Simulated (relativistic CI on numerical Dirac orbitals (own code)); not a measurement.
Method of calculation: Dirac-Coulomb-Breit CI, separate exchange-only KLI orbitals for each configuration, model QED, unscaled Slater integrals (own radial code, finite nucleus).

The strongest absorption lines from the ground level of an ion, among the configurations computed and to levels below about 1560 eV (vacuum wavelength in nm, gf): 2.8765 (1.2), 2.9237 (0.43), 2.9287 (0.44), 3.1996 (0.5), 4.1752 (0.28), 4.2319 (0.55), 4.2583 (0.55), 4.3616 (0.47).

Question: Which ion is it?
A. Ba³⁷⁺
B. Hf⁵³⁺
C. Nd⁴¹⁺
D. Gd⁴⁵⁺

Answer: D. Gd⁴⁵⁺ has 19 electrons and the ground level 3s2.3p6.3d 2D_3/2; the strongest line goes to 3s2.3p5.3d2 2D°_3/2. The pattern of lines fixes the number of electrons, and along that sequence the line energies rise steadily with the charge (about as its square where n changes within one kind of shell, about linearly where n is kept but much faster in heavy ions where fine structure, which grows about as Z⁴, sets the gap, and irregularly where shells cross), which fixes Z. Configurations outside the model, such as inner-shell arrays, can give stronger lines. At this charge energies of transitions that change n are usually good to better than 1 %, and those within a shell (Δn = 0) to a few per cent.

LS names give the leading component of a level, which can be under half, so a name can repeat, a term be missing and a line seem to break the LS rules.
